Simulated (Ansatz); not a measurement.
A run for Ansatz (a first-principles code): R-SVWN5/def2-TZVPPD on GaH2I (SMILES [GaH2][I]). Elements past Kr take the def2 small-core potentials; no spin–orbit coupling. Files ending in .json are basis or fitting sets from the Basis Set Exchange.

Ansatz 0.2 input:
```yaml
crystal:
  periodic: [false, false, false]
  atoms:
    - {symbol: Ga, position_ang: [-0.02731395, -1.20651865, 1.50893176]}
    - {symbol: I, position_ang: [-0.16180392, 1.06806160, 0.28493848]}
    - {symbol: H, position_ang: [1.39649928, -1.83709612, 1.48392398]}
    - {symbol: H, position_ang: [-1.41062723, -1.91961830, 1.66194848]}
basis:
  gaussian:
    orbitals: def2-TZVPPD.json
hamiltonian:
  xc: {name: SVWN5}
scf: {lower_state_search: off}
```

Output:

```
WARN ansatz: RAYON_NUM_THREADS=1 ignored (pool sized by the plan → 1); use --threads N
Functional definition: SVWN5
these checks for a lower state are left out or cut short: stability, starts, cluster_reference, orbital_swaps, neighbouring_geometries, increment
integrals: 0.06 GiB planned
908 factors; their error is unknown
mean field: 0.45 GiB planned
mean field evaluation 1: about -60417.2055 eV, gradient 3.9e1 eV
mean field evaluation 2: about -60415.7292 eV, gradient 6.0e1 eV
mean field evaluation 4: about -60418.7582 eV, gradient 3.7e0 eV
mean field evaluation 8: about -60418.7971 eV, gradient 3.5e-2 eV
mean field evaluation 16: about -60418.7706 eV, gradient 5.3e-6 eV
mean field -60418.77063427 eV, -2220.3488674958 hartree, gradient 5.3e-6 eV, S^2 0.000000; 0 other end points of the search recorded, 0 dependent functions left out
reference -60418.77067280 eV, -2220.3488689116 hartree; 29, 29 occupied and 118, 118 virtual orbitals, 908 factors
Total energy: -60418.77067280 eV, -2220.3488689116 hartree
Checks for a lower state left out: stability, starts, cluster_reference, orbital_swaps, neighbouring_geometries, increment
```

The calculation finished and met its thresholds.

Cost: about 0.9 core-seconds (a rough figure).
